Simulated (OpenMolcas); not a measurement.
Ru2+ among 2 point charges of -1 e arranged as a linear pair (D∞h).

| Property | Result |
| --- | --- |
| Program | OpenMolcas 26.06 |
| Method | CASSCF |
| Basis | ANO-RCC-VTZP [7s6p4d2f1g] |
| Scalar Hamiltonian | DKH2, point nucleus |
| Active space | 6 electrons in 5 orbitals (4d) |
| State averaging | 2S+1 = 5 even, 5 roots; 2S+1 = 3 even, 45 roots; 2S+1 = 1 even, 50 roots |
| Spin-orbit coupling | RASSI with atomic mean-field integrals over the reference wave functions |

All point charges move together. At R = 1.88 Å the first state of the same spin is 6995 cm-1, and at R = 2.08 Å it is 5585 cm-1.

Problem. A third run gives 7916 cm-1. What distance was it run at?

Solution. With a power law R^-n the two known points give n = -ln(5585 / 6995) / ln(2.08 / 1.88) = 2.23. Then R = 1.88 × (6995 / 7916)^(1/2.23) = 1.779 Å. The run was at 1.77 Å, so the estimate is off by +0.009 Å.

Without dynamic correlation the repulsion within the d shell is too large (B by tens of per cent), so at a given field states of lower spin stand too high. Point charges give a weaker field than real ligands, and real ions of this kind are as a rule low spin; the high spin found here belongs to the model. This is an electrostatic model: the charges have no orbitals. No measured value stands beside these numbers.
